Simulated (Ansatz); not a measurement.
Cost and result up the ladder for WO2Cl2 (WCl2O2) (5 atoms). Charge 0, multiplicity 1. Geometry: r2SCAN-D4/def2-SVP.

```xyz
5

W    -0.026   -0.073   -0.012
O     0.902   -1.447   -0.405
O    -1.643   -0.606    0.068
Cl    0.164    1.449   -1.690
Cl    0.603    0.677    2.040
```

Ansatz on 4 threads of Arm Neoverse V2 on a shared host. Times are rough, and most runs start from the orbitals of an earlier one. ωB97M-V/def2-TZVP serves as the yardstick here, not as an exact answer. Binding counts from free atoms at the same level (W quintet, O triplet, Cl doublet; other spins of the atoms weren't run), without zero-point energy or a counterpoise term.

In the def2 sets W takes a core potential; there is no spin–orbit coupling. Correlated methods freeze 12 core orbitals; core or outer-core shells of W are correlated, in sets that lack core-valence functions.

Second-order perturbation terms are unreliable where d shells bring near-degenerate states, and here MP2/def2-TZVP lies more than 0.4 eV from the median of the functionals without such a term.

Correlated methods converge slowly with the basis.

```
                 level  functions  binding energy per atom (eV)  difference from ωB97M-V/def2-TZVP (eV)                         remarks
CAM-B3LYP-D4/def2-TZVP        176                          4.63                                    0.02                               –
    CCSD(T)/def2-TZVPP        202                          4.66                                    0.05  test for broken spin undecided
     ωB97M-V/def2-TZVP        176                          4.61                                    0.00                               –
         MP2/def2-TZVP        176                          5.14                                    0.53  test for broken spin undecided
      B97M-V/def2-TZVP        176                          4.81                                    0.20                               –
    BHLYP-D4/def2-TZVP        176                          4.18                                   -0.43                               –
     ωB97X-V/def2-TZVP        176                          4.73                                    0.12                               –
 LDA (SPW92)/def2-TZVP        176                          5.76                                    1.15                               –
```

**Question.** Estimate how long each takes.

**Answer.** LDA (SPW92)/def2-TZVP 0.75 s; MP2/def2-TZVP 1.4 s; BHLYP-D4/def2-TZVP 1.9 s; CAM-B3LYP-D4/def2-TZVP 2.1 s; B97M-V/def2-TZVP 5.5 s; ωB97X-V/def2-TZVP 5.5 s; ωB97M-V/def2-TZVP 6.5 s; CCSD(T)/def2-TZVPP 98 s. On shared hardware such times vary by a factor of up to 3.
